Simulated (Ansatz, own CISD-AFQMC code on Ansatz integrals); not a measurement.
H4B2Si, SMILES `BB=[SiH2]` (charge 0, multiplicity 1).

Cartesian coordinates (Å):
```xyz
7

B     -1.7283    -0.1858     0.0539
B     -0.1627    -0.0172     0.0047
Si     1.6701     0.1797    -0.0522
H     -2.4590     0.7537    -0.0600
H     -2.2331    -1.2588     0.2067
H      2.5931    -0.9609     0.0859
H      2.3199     1.4892    -0.2390
```
Charge 0, multiplicity 1.

Frozen-core correlation energies in cc-pVDZ at a geometry from B3LYP-D3(BJ)/def2-TZVP, on an HF energy of -340.50447 Ha (<S^2> = 0.00, restricted and unstable towards unrestricted orbitals). Wave-function levels are from Ansatz, the walk from an own CISD-AFQMC code on Ansatz integrals (time step 0.005/Ha, trial state from CCSD amplitudes, largest double 0.15).

| level | correlation energy (mHa) |
|---|---|
| MP2 | -250.9 |
| CCSD | -302.2 |
| CCSD(T) | -314.0 |
| CCSDT(Q) | -316.9 |

**Question.** What correlation energy does phaseless AFQMC give, and where does it lie among these levels?

**Answer.** -316.4 ± 0.4 mHa (one standard error). AFQMC minus each level: MP2 -65.4 mHa, CCSD -14.2 mHa, CCSD(T) -2.4 mHa, CCSDT(Q) +0.5 mHa.
